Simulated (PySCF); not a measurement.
I2Mg, charge -1, multiplicity 2. Atoms are numbered in the order given.

```xyz
3

Mg     0.0000     0.0000     1.2820
I      0.0000     2.3841    -0.1451
I      0.0000    -2.3841    -0.1451
```
Charge -1, spin multiplicity 2.

Geometry: B3LYP-D3(BJ)/def2-SVPD. The def2 effective core potentials stand for the cores of I; spin–orbit coupling is left out.

Computed with PBE/def2-TZVPD (PySCF).

Gas-phase values at a fixed geometry. A positive occupied level means that this level leaves the electron formally unbound; only the finite basis holds it.

* **total energy**: -795.53925 hartree
* **point group**: C2v
* **α spin, highest occupied and lowest empty level**: 0.06 and 2.08 eV
* **β spin, highest occupied and lowest empty level**: -2.00 and 1.12 eV
* **dipole moment about the centre of nuclear charge**: 0.94 D
* **mean static polarisability**: 178.2 bohr³ (26.41 Å³)
* **polarisability, principal values**: 143.2, 179.1, 212.4 bohr³
* **⟨S²⟩**: 0.751 (pure state 0.75)
